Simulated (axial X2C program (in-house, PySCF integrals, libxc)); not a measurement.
SrH along the bond: HF, with spin–orbit coupling

All values were computed with an in-house relativistic program for diatomic molecules. Two-component (2c) means X2C with spin–orbit coupling and atomic mean-field two-electron Coulomb and Gaunt terms. Basis: Sr dyall-v3z [13s12p8d3f], H dyall-v3z [6s2p1d] (cores contracted in-house); Gaussian nuclei, density fitting, unrestricted open shells. Masses: Sr 87.906 u, H 1.008 u.

State: Ω = 1/2 (⟨Sz⟩ = 0.50, ⟨Lz⟩ = 0.00 at HF). Dipoles are positive if H is the positive end.

```csv
R (Å),μ (D),HOMO (eV),LUMO (eV)
1.854,-1.610,-4.88,0.23
1.939,-1.875,-4.96,0.20
2.003,-2.086,-5.01,0.18
2.067,-2.305,-5.07,0.15
2.131,-2.532,-5.12,0.13
2.206,-2.806,-5.19,0.09
2.280,-3.087,-5.25,0.06
2.376,-3.459,-5.33,0.02
2.493,-3.922,-5.43,-0.03
2.664,-4.594,-5.56,-0.11
```

Problem. The minimum lies at 2.195 Å. What is the dipole moment there, and its slope?

Solution. At HF, 2c, with the sign and origin stated: μ = -2.77 D, dμ/dR = -3.71 D/Å.

Occupations by symmetry block were frozen at the best pattern of an incomplete PBE0 search.
